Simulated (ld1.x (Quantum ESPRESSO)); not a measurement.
**What one change does to a pseudopotential (Sr (Z = 38), TM)**

- Element: Sr (Z = 38)
- Generator: ld1.x (Quantum ESPRESSO) 7.5
- Type: norm-conserving Troullier–Martins (Kleinman–Bylander form)
- Functional: PBE
- Relativity: scalar-relativistic
- Frozen core: [Kr]
- Valence charge: 2
- Reference configuration: 4d0 5s1.5 5p0.5
- Partial waves: 5s (bound): rc 3.05 bohr; 5p (bound): rc 3.80 bohr; 4d (bound, empty): rc 3.25 bohr
- Local potential: all-electron potential smoothed inside 2.50 bohr (lloc = -1)
- Core correction: none

Change: wave 5s (bound): rc 3.05 bohr becomes 5s (bound): rc 3.18 bohr.

Cutoffs: the cutoffs (Ry, on a coarse ladder) from which the occupation-weighted sum of valence levels, in a spherical-Bessel basis at the reference potential, stays within 10 and 1 mRy of its value at 400 Ry; they do not see the model core or the augmentation charge, which bear on the density cutoff. Errors are all-electron minus pseudo energies relative to the spin-unpolarised reference configuration.

What does the change do?

Both files are so soft that the ladder of cutoffs tells neither apart; both files keep a bound ghost (s); of the 7 tests that both files solve, the error grows in 1 and shrinks in 0 by more than 15 % and 0.3 meV (median size 55.9 → 60.2 meV).

| quantity | base | changed |
| --- | --- | --- |
| cutoff, loose | 6 Ry | 6 Ry |
| cutoff, tight | 8 Ry | 8 Ry |
| bound ghosts | s | s |
| error for 4d0 5s2 5p0, meV [ΔE -1.14 eV] | +2.9 | +3.0 |
| error for 4d0 5s1 5p0, meV [ΔE 4.75 eV] | -4.1 | -4.4 |
| error for 4d0 5s1.5 5p0, meV [ΔE 1.20 eV] | -2.4 | -2.4 |
| error for 4d1 5s0 5p0, meV [ΔE 6.51 eV] | +561 | +596 |
| error for 4d0 5s0 5p2, meV [ΔE 3.57 eV] | +56 | +60 |
| error for 4d0 5s0 5p1, meV [ΔE 7.69 eV] | +160 | +221 |
| error for 4d1 5s1 5p0, meV [ΔE 1.19 eV] | +305 | +325 |
| s: phases at 4.08 bohr within 0.05 rad from the reference energy up to (Ry; the scan ends near 5) | 1.4 | 1.3 |
| p: phases at 4.08 bohr within 0.05 rad from the reference energy up to (Ry; the scan ends near 5) | 0.0 | 0.0 |
| d: phases at 4.08 bohr within 0.05 rad from the reference energy up to (Ry; the scan ends near 5) | 0.8 | 0.8 |

Base: The cutoffs count occupied waves only; the empty 4d level needs 12 Ry at the loose tolerance. Changed file: The cutoffs count occupied waves only; the empty 4d level needs 12 Ry at the loose tolerance. A true bound ghost makes a file unfit for plane-wave use even where its test errors are small: the radial tests pick states by their node count and pass the ghost by.
